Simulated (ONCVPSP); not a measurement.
## Reading a pseudo-wave (zinc)

Columns: radius, all-electron u(r) and pseudo u(r) of the 3s shell (level -130.43 eV) of zinc in the configuration [Ne] 3s2 3p6 3d10 4s1.5 4p0.5; PBE, scalar-relativistic, ONCV scheme, ONCVPSP 4.0.1.

| r (bohr) | all-electron | pseudo |
| --- | --- | --- |
| 0.065 | 0.0030 | 0.2251 |
| 0.130 | -0.6683 | 0.4418 |
| 0.195 | -0.6122 | 0.6424 |
| 0.260 | -0.1427 | 0.8197 |
| 0.325 | 0.4004 | 0.9676 |
| 0.390 | 0.8474 | 1.0820 |
| 0.455 | 1.1471 | 1.1602 |
| 0.520 | 1.3064 | 1.2018 |
| 0.585 | 1.3541 | 1.2079 |
| 0.650 | 1.3241 | 1.1821 |
| 0.715 | 1.2450 | 1.1292 |
| 0.780 | 1.1385 | 1.0551 |
| 0.845 | 1.0202 | 0.9663 |
| 0.910 | 0.9002 | 0.8690 |
| 0.975 | 0.7850 | 0.7691 |
| 1.040 | 0.6782 | 0.6713 |
| 1.105 | 0.5816 | 0.5792 |
| 1.170 | 0.4957 | 0.4951 |
| 1.235 | 0.4204 | 0.4203 |
| 1.300 | 0.3551 | 0.3550 |
| 1.365 | 0.2989 | 0.2988 |
| 1.430 | 0.2509 | 0.2508 |
| 1.495 | 0.2101 | 0.2100 |
| 1.560 | 0.1755 | 0.1755 |
| 1.625 | 0.1464 | 0.1463 |
| 1.690 | 0.1218 | 0.1218 |

(1) How many radial nodes do the two functions have?

(2) At about which radius was the pseudo-wave matched?

(3) Where does each function peak?

(4) Is the pseudo-wave norm-conserving?

Answers

(1) The all-electron 3s function has n − l − 1 = 2; the pseudo-wave has 0, since the states of the same l below it are removed with the core.

(2) 1.30 bohr, where the columns begin to agree (steps of 0.07 bohr).

(3) Outermost all-electron maximum near 0.58 bohr, pseudo maximum near 0.58 bohr (to the table’s step).

(4) Yes: the ONCV scheme keeps the norm inside the radius equal to the all-electron one, which fixes the energy derivative of the logarithmic derivative at the level.
